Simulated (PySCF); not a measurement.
The numbers below are computed, except where a source is named.
## C2H9OSi2

The system: C2H9OSi2, a small molecule (built as: Si site whose three back bonds go to CH3, CH3, OSiH3); neutral, doublet. The structure, one conformer, was relaxed in the gas phase by PBE0-D3(BJ)/def2-SVP. No frequency run checks that it is a minimum.

SMILES: C[Si](C)O[SiH3]

Coordinates in Å:
```
Si1     0.731    0.179   -0.041
C2      0.636    2.040   -0.273
C3      0.855   -0.704   -1.696
O4     -0.676   -0.314    0.717
Si5    -1.411   -1.200    1.902
H6     -0.244    2.297   -0.887
H7      1.537    2.416   -0.782
H8      0.544    2.560    0.692
H9     -0.018   -0.448   -2.322
H10     1.767   -0.402   -2.233
H11     0.876   -1.796   -1.569
H12    -2.380   -0.337    2.640
H13    -0.400   -1.732    2.868
H14    -2.151   -2.347    1.297
```

EPR values by unrestricted B3LYP, IGLO-III on C O Si, pcH-1 on H.

(1) Predict g and the largest hyperfine couplings. Where does the spin sit?

(2) How do the isotropic couplings move with BHandHLYP?

Answers

(1) g = 2.0009, 2.0021, 2.0036. The spin sits on Si1 (84 %, bonded to 2 C + 1 O) by Mulliken populations.
```
atom  isotope  isotropic (MHz)  dipolar, principal values (MHz)
 Si1     29Si           -586.2               -146.0, 72.9, 73.1
  C3      13C             60.5                 -6.2, -5.6, 11.8
  C2      13C             59.2                 -6.1, -5.5, 11.6
  H9       1H             48.4                  -4.4, -0.2, 4.6
  H6       1H             48.1                  -4.3, -0.2, 4.6
  O4      17O            -18.8                -23.2, 11.2, 12.0
```

(2) Si1 -586.2 to -620.0 MHz, C3 60.5 to 61.7 MHz, C2 59.2 to 60.3 MHz, H9 48.4 to 47.5 MHz.
